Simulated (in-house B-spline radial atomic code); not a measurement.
The numbers below are computed, except where a source is named.
## Making a Troullier-Martins s channel for Tc, r_c = 0.97 bohr

Tc, [Kr] 4d5 5s2, non-relativistic PBE, spherical and spin-unpolarised, from a B-spline radial code for spherical atoms (atomic units). The all-electron 4s level is ε = -2.551725 hartree, its outermost node lies just inside 0.52 bohr and its outer maximum at 0.97 bohr.

Inside r_c the pseudo-orbital is u(r) = r^1 exp(p(r)), with p = c0 + c2 r² + c4 r⁴ + … + c12 r¹². The seven coefficients follow from p and its first four derivatives at r_c, from zero curvature of the screened potential at the origin, c4 = −c2²/(2l + 5), and from the norm inside r_c. At r_c the all-electron orbital has P = 1.120031, P' = 0.029232, the screened potential V = -5.721242, V' = 12.95466, V'' = -36.6828, and the norm inside is Q = 0.3902259.

**Question.** What are p, p' and p'' at r_c?

**Answer.** p = ln(P/r_c^1) = ln(1.120031/0.97) = 0.14382. p' = P'/P − 1/r_c = 0.02610 − 1.03093 = -1.00483. The radial equation gives p'' = 2(V − ε) − 2(1) p'/r_c − p'² = -6.33903 − (-2.07181) − 1.00968 = -5.27690. Differentiating, p''' = 2V' + 2(1)p'/r_c² − 2(1)p''/r_c − 2p'p'' = 24.049, and p'''' = 2V'' − 4(1)p'/r_c³ + 4(1)p''/r_c² − 2(1)p'''/r_c − 2p''² − 2p'p''' = -148.34.

For a trial c2 the five matching conditions are linear in c0, c6, c8, c10 and c12, and c2 is varied until the norm inside r_c equals Q. The root nearest zero gives:

```csv
n,c_n
0,-0.5771004
2,2.261474
4,-1.022852
6,-1.280019
8,0.1342882
10,1.063152
12,-0.4675447
```

**Question.** Check c4 and p(r_c), and find the screened pseudopotential at the origin.

**Answer.** −c2²/5 = -1.02285, as listed. The terms c_n r_c^n are -0.57710, 2.12782, -0.90552, -1.06622, 0.10525, 0.78399, -0.32440, which sum to 0.14382. Inverting the radial equation, V_l(r) = ε + 1 p'/r + (p'' + p'²)/2, so V_l(0) = ε + (2l + 3) c2 = -2.551725 + 3 × (2.26147) = 4.2327 hartree, finite where the all-electron potential diverges.

Orbitals and screened potentials:

| r (bohr) | P | u | V all-electron | V pseudo |
| --- | --- | --- | --- | --- |
| 0.097 | 0.3873 | 0.05563 | -301.8 | 4.229 |
| 0.242 | -0.4061 | 0.1545 | -78.91 | 4.074 |
| 0.388 | -0.5068 | 0.298 | -35.05 | 3.181 |
| 0.534 | 0.1104 | 0.5118 | -19.29 | 0.6911 |
| 0.679 | 0.6956 | 0.786 | -11.94 | -3.341 |
| 0.824 | 1.025 | 1.029 | -8.076 | -6.426 |
| 0.97 | 1.12 | 1.12 | -5.721 | -5.721 |

Logarithmic derivatives P'/P at R = 1.27 bohr, for energies E around ε:

| E − ε (hartree) | all-electron | pseudo |
| --- | --- | --- |
| -0.5 | -0.392217 | -0.394341 |
| -0.25 | -0.736351 | -0.737078 |
| -0.1 | -0.966126 | -0.966359 |
| 0 | -1.1307 | -1.13083 |
| 0.1 | -1.30555 | -1.30582 |
| 0.25 | -1.58966 | -1.59076 |
| 0.5 | -2.13376 | -2.1388 |

**Question.** With P(R) = 0.9217558 and a norm of 0.7202092 inside R, what slope in energy does norm conservation fix?

**Answer.** d(P'/P)/dE = −2 × (norm inside R)/P(R)² = -1.6953 per hartree·bohr at E = ε, for both atoms, since orbital and norm agree at R. Differences over ±0.1 hartree give -1.6971 (all-electron) and -1.6973 (pseudo), which also hold third-order terms. Half a hartree below ε the two curves differ by -0.0021.
